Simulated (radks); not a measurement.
Isoelectronic series with 15 electrons, all held in the configuration [Ne] 3s2 3p3, which need not be the ground one along the series. Method: scalar-relativistic Kohn-Sham, PBE, spin-unpolarised, spherical densities, finite nucleus; Fermi nuclear charge, rms radius of each element as measured or else 0.836 A^(1/3) + 0.57 fm; computed with a radial shooting solver on a logarithmic mesh with Libxc functionals. Total energies (hartree) and mean radii <r> (bohr):

ion	E (hartree)	3p	3s
P	-341.90189	2.373	1.896
Ca5+	-672.07329	1.120	1.070
Mn10+	-1119.17611	0.7594	0.7547
Zn15+	-1684.64621	0.5772	0.5840
Br20+	-2370.57144	0.4659	0.4759
Zr25+	-3179.58856	0.3905	0.4010
Rh30+	-4114.90045	0.3358	0.3458
Sn35+	-5180.34763	0.2943	0.3033
Cs40+	-6380.4785	0.2616	0.2695
